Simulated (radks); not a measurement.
Question: These are the eigenvalues of the occupied orbitals of an atom or ion with whole-number occupations (eV). Method: Dirac Kohn-Sham, exchange-only PBE, spin-unpolarised, spherical densities, finite nucleus; Fermi nuclear charge, rms radius of each element as measured or else 0.836 A^(1/3) + 0.57 fm; computed with a radial shooting solver on a logarithmic mesh with Libxc functionals.

orbital  eigenvalue
1s1/2     -57930.74
2s1/2     -10260.60
2p1/2     -9803.036
2p3/2     -8886.849
3s1/2     -2802.747
3p1/2     -2602.442
3p3/2     -2409.217
3d3/2     -2066.513
3d5/2     -2024.402
4s1/2     -1025.350
4p1/2     -943.3876
4p3/2     -893.1488
4d3/2     -757.1148
4d5/2     -747.0223

Which element is it, and in what charge state? The configuration may be excited. Open shells, if any, fill j = l - 1/2 first.

Answer: Z = 68, erbium, charge +22: Er22+ in [Kr] 4d10. The list shows which subshells hold electrons but not how many an open one holds; the 1s level, -2128.9 hartree, gives Z - s = 65.3 by -(Z - s)^2/2, which with screening and relativity narrows Z to a few neighbours, and the depths of the outer levels then fix element, charge and occupations together.
